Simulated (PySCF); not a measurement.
## Computed properties of Cl2H2InN, SMILES [NH2][In]([Cl])[Cl]

In(Cl)2(NH2) (Cl₂H₂InN), SMILES [NH2][In]([Cl])[Cl]. Geometry optimised at PBE0-D3(BJ)/def2-SVP. The def2 effective core potentials stand for the cores of In; spin–orbit coupling is left out. Other conformers were not sampled. All values are computed for the isolated molecule unless a solvent is named; none is compared with measurement here.

**Structure.** The optimised structure has Cs symmetry. All 12 harmonic modes at PBE0-D3(BJ)/def2-SVP (PySCF) are real, so it is a minimum. With heavy atoms numbered as in [In:1]([Cl:2])([Cl:3])[NH2:4], the shortest bond between them is In1–N4 at 2.013 Å and the longest In1–Cl2 at 2.334 Å.

**Vibrations.** The strongest infrared lines (harmonic, unscaled, degenerate partners summed) lie at 429 cm⁻¹ (161 km/mol, H 65 %, N 28 %), 390 cm⁻¹ (66 km/mol, Cl 70 %, In 29 %), 806 cm⁻¹ (44 km/mol, H 90 %, N 10 %). The softest mode is at 95 cm⁻¹ and the zero-point energy is 17.1 kcal/mol.

**Electronic structure.** HF/def2-TZVP (PySCF) places the frontier levels at -11.45 and 0.98 eV, a gap of 12.43 eV, and gives a dipole moment of 3.09 D and a mean polarisability of 59.2 bohr³.

**Excitations.** TDA-M06-2X/def2-SVPD (PySCF) has S1 at 5.00 eV (248 nm, f = 0.045, weak); the most intense of the 10 singlets computed lies at 6.42 eV (f = 0.10). T1 (TDA) is at 4.32 eV, 0.68 eV under S1. No vertical singlet excitation falls in the visible range (under 3.1 eV).
